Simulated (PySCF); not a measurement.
Identify the unknown among the candidates.

All candidates are C6H7FOSi.

| technique | computed result |
| --- | --- |
| Rotational structure | rotational constants A, B, C: 3.178, 0.693, 0.575 GHz [GFN2-xTB] |
| 13C NMR | chemical shifts (computed TMS as zero) by class: 212.4 (1 C), 197.7 (1 C), 123.9 (1 C), 112.2 (1 C), 84.9 (1 C), 6.0 (1 C) ppm [GIAO PBE0/pcSseg-1] |
| UV, first state | lowest singlet excitation: 3.99 eV (311 nm, f = 0.000) [TDDFT wB97X-D/def2-SVPD] |
| Dipole | 1.68 D [wB97X-D/def2-SVPD] |
| NMR, other nuclei | isotropic shieldings of nuclei other than C and H, by class: -254 (1 O), 218 (1 F), 439 (1 Si) ppm [GIAO PBE0/pcSseg-1] |
| 1H NMR | chemical shifts (computed TMS as zero) by class: 9.62 (1 H), 6.58 (1 H), 4.91 (2 H), 2.08 (3 H) ppm [GIAO PBE0/pcSseg-1] |

The electronic properties come from PySCF, for the isolated species, density fitting. Levels stand in brackets. Geometry: GFN2-xTB, one conformer, isolated molecule. Each NMR value is the plain mean over a class of atoms that symmetry, rotation or inversion makes alike.

Question: Which candidate is it?
A. `CC#C[SiH2]/C(F)=C\C=O`
B. `C#C[C@@H]1C(=C)[C@@H]1O[SiH2]F`
C. `Fc1cccc(O[SiH3])c1`

Answer: A. It is `CC#C[SiH2]/C(F)=C\C=O`. Numbering: `[CH3:1][C:2]#[C:3][SiH2:4]/[C:5]([F:6])=[CH:7]\[CH:8]=[O:9]`. Its formula, C6H7FOSi, gives 4 degrees of unsaturation: 0 rings and 4 π bonds in the structure found. 6 carbons fall into 6 classes; from least to most shielded: vinylic C–F carbon [C5] (212.4 ppm), aldehyde carbon [C8] (197.7 ppm), alkene CH carbon [C7] (123.9 ppm), alkyne carbon [C2] (112.2 ppm), alkyne carbon [C3] (84.9 ppm), propargylic carbon [C1] (6.0 ppm). Hydrogen classes from least to most shielded: 1 H on an aldehyde carbon, C8 (9.62 ppm), 1 H on an alkene CH carbon, C7 (6.58 ppm), 2 H on an SiH2 silicon, Si4 (4.91 ppm), 3 H on a propargylic carbon, C1 (2.08 ppm). The other shieldings belong to: -254 ppm, aldehyde oxygen [O9]; 218 ppm, vinyl fluorine [F6]; 439 ppm, SiH2 silicon [Si4]. S1 is mainly HOMO−2→LUMO (weight 0.93); the largest Löwdin shares of the orbital it empties are 0.56 on the aldehyde oxygen, 0.12 on the aldehyde carbon, 0.08 on the formyl hydrogen and 0.07 on the alkene CH carbon, of the orbital it fills 0.26 on the vinylic C–F carbon, 0.24 on the aldehyde carbon, 0.17 on the aldehyde oxygen and 0.14 on the alkene CH carbon. By its constants the optimised geometry is an asymmetric top.

The others, at the same levels:
- `C#C[C@@H]1C(=C)[C@@H]1O[SiH2]F` fails: its computed 13C shifts are 140.9 (1 C), 117.6 (1 C), 86.7 (1 C), 77.9 (1 C), 57.6 (1 C), 17.2 (1 C) ppm, 1H shifts are 6.34 (1 H), 6.23 (1 H), 5.28 (1 H), 4.87 (1 H), 4.41 (1 H), 2.24 (1 H), 1.36 (1 H) ppm and lowest singlet excitation is 5.86 eV (212 nm, f = 0.015) (against 3.99 eV).
- `Fc1cccc(O[SiH3])c1` fails: its computed 13C shifts are 173.5 (1 C), 163.5 (1 C), 136.4 (1 C), 121.1 (1 C), 113.6 (1 C), 106.7 (1 C) ppm, 1H shifts are 7.56 (1 H), 7.03 (1 H), 6.97 (1 H), 6.54 (1 H), 5.14 (3 H) ppm and rotational constant A is 2.672 GHz (against 3.178 GHz).

Each candidate is one conformer, not necessarily the lowest. Dipoles, sizes and rotational constants follow the conformer. The torsions of the flexible species, by atom-mapped SMILES:
- `[CH3:1][C:2]#[C:3][SiH2:4]/[C:5]([F:6])=[CH:7]\[CH:8]=[O:9]`: C3–Si4–C5–F6 0°, C5–C7–C8–O9 0°
- `[CH:1]#[C:2][C@@H:3]1[C:4](=[CH2:5])[C@@H:6]1[O:7][SiH2:8][F:9]`: C4–C6–O7–Si8 -37°, C6–O7–Si8–F9 160°
- `[F:1][c:2]1[cH:3][cH:4][cH:5][c:6]([O:7][SiH3:8])[cH:9]1`: C5–C6–O7–Si8 180°
